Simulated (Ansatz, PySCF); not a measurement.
Gas-phase reaction (SMILES): O=C1CC1 + 5 [H][H] (H2) -> 3 C (CH4) + O (H2O); energy of full hydrogenation.

Structures are relaxed separately at B3LYP-D3(BJ)/def2-TZVP in Ansatz (a program for electronic structure). Cores are frozen in the correlated levels unless marked. Spin-orbit coupling is left out. No relativistic terms. CBS marks a two-point X^-3 extrapolation of the correlation energy; Hartree-Fock from the larger set. Thermal terms are rigid-rotor harmonic-oscillator values from B3LYP-D3(BJ) frequencies (PySCF) at 298.15 K and 1 atm. 1 Eh = 627.5095 kcal/mol.

| species | E, CCSD(T)/CBS(cc-pVTZ,cc-pVQZ) (Ansatz) (Eh) | E, r2SCAN-D4/def2-TZVPD (Ansatz + dftd4) (Eh) | H - E (Eh) | G - E (Eh) |
|---|---|---|---|---|
| O=C1CC1 | -191.65252 | -191.85174 | 0.06566 | 0.03550 |
| [H][H] (H2) | -1.17450 | -1.17100 | 0.01336 | -0.00144 |
| C (CH4) | -40.45816 | -40.49957 | 0.04840 | 0.02728 |
| O (H2O) | -76.37426 | -76.42298 | 0.02495 | 0.00353 |

### Question
Work out ΔE and ΔH, ΔG, ΔS and the equilibrium constant at 298.15 K at the first level, then ΔH at the second.

### Answer

1. ΔE = [3×(-40.45816) + (-76.37426)] - [(-191.65252) + 5×(-1.17450)] = -0.22372 Eh = -140.4 kcal/mol at CCSD(T)/CBS(cc-pVTZ,cc-pVQZ).
2. The terms H - E add up to 0.03769 Eh, so ΔH = (-0.22372 + (0.03769))×627.5095 = -116.7 kcal/mol.
3. The terms G - E add up to 0.05707 Eh, so ΔG = -104.6 kcal/mol, and ΔS = (0.03769 - (0.05707))×627509.5/298.15 = -40.8 cal/(mol K).
4. log10 K = -ΔG/(RT ln 10) = 76.7, with RT ln 10 = 1.3642 kcal/mol.
5. With ΔH and ΔS taken as constant, ΔG changes sign near ΔH/ΔS = 2860 K, a rough figure that leaves out heat capacities.
6. At r2SCAN-D4/def2-TZVPD the same steps give ΔE = -134.9 and ΔH = -111.2 kcal/mol, a shift of +5.5 from the first level.
7. These values are not checked against measurement here, since the tables used lack a sound gas-phase enthalpy of formation for at least one species.
